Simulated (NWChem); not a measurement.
SiHSCl₃; SMILES S[Si](Cl)(Cl)Cl

```xyz
6

S      1.2555    -1.6255     0.5010
Si     0.0008     0.0015     0.0005
Cl     0.8192     1.1927    -1.4502
Cl    -1.7388    -0.8152    -0.6870
Cl    -0.3965     1.1998     1.6128
H      2.2758    -0.8287     0.8937
```
Atoms are numbered in this order, from 1.

Computed with NWChem. Pople sets run with spherical d functions. Structure relaxed at the PBE0/def2-SVP level.

**Question.** Taking PBE0/6-311++G** as the yardstick, which of these has the fewest basis functions while keeping “highest occupied level (eV)” within 0.05 eV of it: PBE0/3-21G; PBE0/STO-3G; PBE0/6-31+G*; PBE0/6-311G**; PBE0/6-31G*?

**Answer.** PBE0/6-31G* (a larger set in the list lies outside the tolerance).
```tsv
level	basis functions	highest occupied level (eV)
PBE0/STO-3G	46	-5.68
PBE0/3-21G	67	-8.83
PBE0/6-31G*	92	-8.34
PBE0/6-31+G*	112	-8.36
PBE0/6-311G**	136	-8.43
PBE0/6-311++G**	157	-8.37
```

The yardstick is one finite set, not the basis-set limit.
